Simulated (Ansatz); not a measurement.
`FC([SiH3])(Cl)Br` + `Br/C=C\Br` → `[SiH3]/C=C/Br` + `FC(Cl)(Br)Br`  (formal exchange of groups at the Si–C bond)

Isolated molecules relaxed with PBE0-D4/def2-TZVP in Ansatz; ΔE leaves out vibrations. CBS: MP2 limit from def2 TZ/QZ plus the TZ coupled-cluster correction, frozen cores. Double bonds are as drawn, so ΔE can hold a change between cis and trans. Functionals use def2-TZVPP. B3LYP here is the variant with VWN-RPA as its local correlation; programs differ in this. For Br outer-core shells are correlated without core-valence functions, which leaves a few kJ/mol of doubt a bond. Scalar relativity is left out up to krypton.

**Question.** Is it downhill or uphill in electronic energy at CCSD(T)/CBS, and by how much? (Estimate.)

**Answer.** Computed: Uphill: ΔE = +8.7 kJ/mol.

**Question.** What do these levels give: PBE0-D4, B3LYP-D4, PBE, PBE0, MP2/def2-QZVPP, MP2/CBS(def2)? (An estimate is asked.)

**Answer.** The calculation gave: PBE0-D4 8.4, B3LYP-D4 8.9, PBE 6.0, PBE0 7.1, MP2/def2-QZVPP 7.8, MP2/CBS(def2) 7.5 kJ/mol.

Largest T1 diagnostic among the species: 0.011.
